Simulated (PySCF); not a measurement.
**Pt²⁺: ionisation energy**

Pt²⁺ [Xe] 4f14 5d8 (3F) → Pt³⁺ [Xe] 4f14 5d7 (4F), as a difference of total energies. All numbers are calculated (PySCF 2.14, the spin-free X2C one-electron Hamiltonian (Gaussian nucleus), in x2c-TZVPPall with one added diffuse shell each of s, p, d, f type (12s8p8d4f1g, 113 functions)). The calculations carry no spin-orbit coupling.

```csv
method,ionisation energy (eV)
UHF,29.158
r2SCANh,30.900
LC-wPBE,30.847
B3LYP,31.178
```

The reference lies between the lowest fine-structure levels, while these numbers refer to the centres of the terms.

For comparison: 29 ± 1.6 eV (theoretical estimate listed by NIST; NIST Atomic Spectra Database, ionization energies).
